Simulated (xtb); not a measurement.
HBFO (SMILES [OH+]=BF), charge +1, singlet, at a GFN2-xTB geometry; GFN2-xTB (xtb).

Input for xtb:
```
$ xtb mol.xyz --gfn 2 --chrg 1 --ohess --json

# file mol.xyz
4

O     -0.00000000    -0.00000000    -1.17560346
B      0.00000000     0.00000000     0.02998249
F      0.00000000     0.00000000     1.26671985
H     -0.00000000    -0.00000000    -2.14556344
```

It wrote (shortened):

```
   ID    Z sym.   atoms
    1    8 O      1
    2    5 B      2
    3    9 F      3
    4    1 H      4

           -------------------------------------------------
          |                Calculation Setup                |
           -------------------------------------------------

           -------------------------------------------------
          |                 G F N 2 - x T B                 |
           -------------------------------------------------

          ...................................................
          :                      SETUP                      :
          :.................................................:
          :  # basis functions                  13          :
          :  # atomic orbitals                  13          :
          :  # shells                            7          :
          :  # electrons                        16          :
          :  max. iterations                   250          :
          :  Hamiltonian                  GFN2-xTB          :
          :  restarted?                      false          :
          :  GBSA solvation                  false          :
          :  PC potential                    false          :
          :  electronic temp.          300.0000000     K    :
          :  accuracy                    1.0000000          :
          :  -> integral cutoff          0.2500000E+02      :
          :  -> integral neglect         0.1000000E-07      :
          :  -> SCF convergence          0.1000000E-05 Eh   :
          :  -> wf. convergence          0.1000000E-03 e    :
          :  Broyden damping             0.4000000          :
          :  net charge                          1          :
          :  unpaired electrons                  0          :
          ...................................................

 iter      E             dE          RMSdq      gap      omega  full diag
   1    -10.1888821 -0.101889E+02  0.119E+01    8.75       0.0  T
   2    -10.2009752 -0.120931E-01  0.683E+00    9.19       1.0  T
   3    -10.1946864  0.628880E-02  0.247E+00    8.68       1.0  T
   4    -10.2122560 -0.175695E-01  0.672E-01    9.24       1.0  T
   5    -10.2124698 -0.213800E-03  0.359E-01    9.32       1.0  T
   6    -10.2125936 -0.123879E-03  0.299E-02    9.26       1.7  T
   7    -10.2125939 -0.233626E-06  0.131E-02    9.26       3.8  T
   8    -10.2125938  0.502796E-07  0.705E-03    9.25       7.1  T
   9    -10.2125937  0.927324E-07  0.759E-03    9.26       6.6  T
  10    -10.2125940 -0.286533E-06  0.450E-04    9.26     111.2  T
  11    -10.2125940 -0.409006E-09  0.182E-04    9.26     274.9  T

   *** convergence criteria satisfied after 11 iterations ***

         :::::::::::::::::::::::::::::::::::::::::::::::::::::
         ::                     SUMMARY                     ::
         :::::::::::::::::::::::::::::::::::::::::::::::::::::
         :: total energy             -10.116930737219 Eh    ::
         :: gradient norm              0.000023949576 Eh/a0 ::
         :: HOMO-LUMO gap              9.256501214583 eV    ::
         ::.................................................::
         :: SCC energy               -10.212594044251 Eh    ::
         :: -> isotropic ES            0.188213623876 Eh    ::
         :: -> anisotropic ES         -0.008666867076 Eh    ::
         :: -> anisotropic XC         -0.002685537445 Eh    ::
         :: -> dispersion             -0.000624309215 Eh    ::
         :: repulsion energy           0.095663307032 Eh    ::
         :: add. restraining           0.000000000000 Eh    ::
         :: total charge               1.000000000000 e     ::
         :::::::::::::::::::::::::::::::::::::::::::::::::::::

      -----------------------------------------------------------
     |                   =====================                   |
     |                        A N C O P T                        |
     |                   =====================                   |
     |               Approximate Normal Coordinate               |
     |                Rational Function Optimizer                |
      -----------------------------------------------------------
      -----------------------------------------------------------
     |                   =====================                   |
     |                        A N C O P T                        |
     |                   =====================                   |
     |               Approximate Normal Coordinate               |
     |                Rational Function Optimizer                |
      -----------------------------------------------------------

          ...................................................
          :                      SETUP                      :
          :.................................................:
          :   optimization level            normal          :
          :   max. optcycles                   200          :
          :   ANC micro-cycles                  20          :
          :   degrees of freedom                 7          :
          :.................................................:
          :   RF solver                   davidson          :
          :   write xtbopt.log                true          :
          :   linear (good luck)              true          :
          :   energy convergence         0.5000000E-05 Eh   :
          :   grad. convergence          0.1000000E-02 Eh/α :
          :   maxmium RF displ.          1.0000000          :
          :   Hlow (freq-cutoff)         0.1000000E-01      :
          :   Hmax (freq-cutoff)         5.0000000          :
          :   S6 in model hess.         20.0000000          :
          ...................................................

generating ANC from exact Hessian ...
Using Lindh-Hessian (1995)
 Shifting diagonal of input Hessian by    0.0000000000000000
 Lowest  eigenvalues of input Hessian
[...]
 * total energy  :   -10.1169307 Eh     change       -0.8656542E-10 Eh
   *** GEOMETRY OPTIMIZATION CONVERGED AFTER 1 ITERATIONS ***
         :: total energy             -10.116930737305 Eh    ::
[...]

     #   Z          covCN         q      C6AA      α(0)
     1   8 O        1.593    -0.127    16.267     5.443
     2   5 B        1.511     0.614    30.654    11.667
     3   9 F        0.722     0.022     9.186     3.579
     4   1 H        0.804     0.491     0.348     0.927

 Mol. C6AA /au·bohr⁶  :        166.496747
 Mol. C8AA /au·bohr⁸  :       4378.979161
 Mol. α(0) /au        :         21.615651

Wiberg/Mayer (AO) data.
largest (>0.10) Wiberg bond orders for each atom

 ---------------------------------------------------------------------------
     #   Z sym  total        # sym  WBO       # sym  WBO       # sym  WBO
 ---------------------------------------------------------------------------
     1   8 O    2.772 --     2 B    1.884     4 H    0.741     3 F    0.146
     2   5 B    3.333 --     1 O    1.884     3 F    1.438
     3   9 F    1.591 --     2 B    1.438     1 O    0.146
Molecule has the following symmetry elements: (Cinf) (sigma)
It seems to be the Cinfv point group
     4   1 H    0.759 --     1 O    0.741
 ---------------------------------------------------------------------------

Topologies differ in total number of bonds
Writing topology from bond orders to xtbtopo.mol

molecular dipole:
                 x           y           z       tot (Debye)
 q only:       -0.000      -0.000      -1.622
   full:       -0.000      -0.000      -1.758       4.468
molecular quadrupole (traceless):
                xx          xy          yy          xz          yz          zz
 q only:       -3.786       0.000      -3.786       0.000       0.000       7.573
  q+dip:       -4.140       0.000      -4.140       0.000       0.000       8.279
   full:       -3.268       0.000      -3.268       0.000       0.000       6.535

           -------------------------------------------------
          |               Frequency Printout                |
           -------------------------------------------------
 vibrational frequencies (cm⁻¹)
eigval :        0.00     0.00     0.00     0.00     0.00   381.92
eigval :      381.92   523.80   523.80  1090.85  2226.53  3361.88
 reduced masses (amu)
   1: 15.16   2: 15.16   3: 15.70   4: 16.65   5: 16.65   6: 12.26   7: 12.26   8:  2.75
   9:  2.75  10: 17.01  11: 11.95  12:  2.16
 IR intensities (km·mol⁻¹)
   1: 25.89   2: 25.89   3: 20.82   4: 12.16   5: 12.16   6: 80.36   7: 80.36   8:257.60
   9:257.60  10: 31.36  11:563.12  12:783.20
 Raman intensities (Ä⁴*amu⁻¹)
   1:  0.00   2:  0.00   3:  0.00   4:  0.00   5:  0.00   6:  0.00   7:  0.00   8:  0.00
   9:  0.00  10:  0.00  11:  0.00  12:  0.00
 output can be read by thermo (or use thermo option).
 writing <g98.out> molden fake output.
 recommended (thermochemical) frequency scaling factor: 1.0
           -------------------------------------------------
          |             Thermodynamic Functions             |
           -------------------------------------------------

cin symmetry found (for desy threshold:  0.10E+00) used in thermo

          ...................................................
          :                      SETUP                      :
          :.................................................:
          :  # frequencies                           7      :
          :  # imaginary freq.                       0      :
          :  linear?                              true      :
          :  only rotor calc.                    false      :
          :  symmetry                              cin      :
          :  rotational number                       1      :
          :  scaling factor                  1.0000000      :
          :  rotor cutoff                   50.0000000 cm⁻¹ :
          :  imag. cutoff                  -20.0000000 cm⁻¹ :
          :.................................................:

    mode    ω/cm⁻¹     T·S(HO)/kcal·mol⁻¹    T·S(FR)/kcal·mol⁻¹   T·S(vib)
   ------------------------------------------------------------------------
   ------------------------------------------------------------------------

   temp. (K)  partition function   enthalpy   heat capacity  entropy
                                   cal/mol     cal/K/mol   cal/K/mol   J/K/mol
 298.15  VIB   1.68                  687.134      5.705      3.331
         ROT   701.                  592.502      1.987     15.008
         INT  0.117E+04             1279.636      7.692     18.339
         TR   0.310E+27             1481.254      4.968     37.439
         TOT                        2760.8899    12.6602    55.7778   233.3744

       T/K    H(0)-H(T)+PV         H(T)/Eh          T*S/Eh         G(T)/Eh
   ------------------------------------------------------------------------
    298.15    0.439976E-02    0.237430E-01    0.265018E-01   -0.275888E-02
   ------------------------------------------------------------------------

         :::::::::::::::::::::::::::::::::::::::::::::::::::::
         ::                  THERMODYNAMIC                  ::
         :::::::::::::::::::::::::::::::::::::::::::::::::::::
         :: total free energy         -10.119689616946 Eh   ::
         ::.................................................::
         :: total energy              -10.116930737305 Eh   ::
         :: zero point energy           0.019343204193 Eh   ::
         :: G(RRHO) w/o ZPVE           -0.022102083833 Eh   ::
         :: G(RRHO) contrib.           -0.002758879641 Eh   ::
         :::::::::::::::::::::::::::::::::::::::::::::::::::::

optimized geometry written to: xtbopt.xyz

           -------------------------------------------------
          | TOTAL ENERGY              -10.116930737305 Eh   |
          | TOTAL ENTHALPY            -10.093187774974 Eh   |
          | TOTAL FREE ENERGY         -10.119689616946 Eh   |
          | GRADIENT NORM               0.000021864875 Eh/α |
          | HOMO-LUMO GAP               9.256532433893 eV   |
           -------------------------------------------------

normal termination of xtb
```
